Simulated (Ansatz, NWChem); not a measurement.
**Computed against measured: dipole moment**

9 molecules without hydrogen; the dipole moment in D, computed less measured. Shapes, held fixed at every level: PBE0-D4/def2-TZVP; CS, SiS at the measured bond length. No vibrational averaging. Dipoles are compared by magnitude; molecules under 1 D, whose direction can flip, are left out. Programs: Ansatz 0.2.0, NWChem 7.3.0. A level may come from different programs for different species; with the same settings they agree closely. Measured values: NIST CCCBDB.

Levels: A = HF/def2-SVP; B = PBE0/def2-SVP; C = B3LYP/6-31G* (Cartesian functions).

| molecule | measured | A | B | C |
| --- | --- | --- | --- | --- |
| BrF (bromine fluoride) | 1.42 | +0.57 | +0.11 | -0.09 |
| CS (carbon monosulfide) | 1.98 | -0.49 | -0.18 | -0.41 |
| SiS (SMILES [Si-]#[S+]) | 1.73 | +0.36 | -0.21 | +0.02 |
| NOF (nitrosyl fluoride) | 1.81 | -0.24 | -0.56 | -0.70 |
| AsF3 (arsenic trifluoride) | 2.59 | +0.40 | -0.13 | -0.32 |
| PF3 (phosphorus trifluoride) | 1.03 | +0.52 | +0.07 | -0.05 |
| SCl2O2 (sulfuryl chloride) | 1.81 | +0.48 | -0.18 | -0.33 |
| SO2F2 (SMILES O=S(=O)(F)F) | 1.12 | +0.01 | -0.08 | +0.06 |
| C2F3N (cyanotrifluoromethane) | 1.33 | -0.16 | -0.05 | +0.15 |

(1) Which level does best on this set, which worst, and which err to one side?

Answers

(1) 
```tsv
level	kind	mean error	mean absolute error	worst case
HF/def2-SVP	Hartree–Fock	+0.161	0.359	BrF
PBE0/def2-SVP	global hybrid	-0.134	0.174	NOF
B3LYP/6-31G* (Cartesian functions)	global hybrid	-0.186	0.237	NOF
```

On this set PBE0/def2-SVP has the smallest mean absolute error and HF/def2-SVP the largest. PBE0/def2-SVP is too low in 7 of 9; B3LYP/6-31G* (Cartesian functions) is too low in 6 of 9. The levels differ in basis as well as in method. The tabulated values of NOF, C2F3N are in doubt (older tables, estimates, or at odds with other calculations) and kept here. Over the 7 molecules whose values aren't doubted the mean absolute errors are A 0.404; B 0.137; C 0.183. Relativity is left out for As, Br. The set is small.
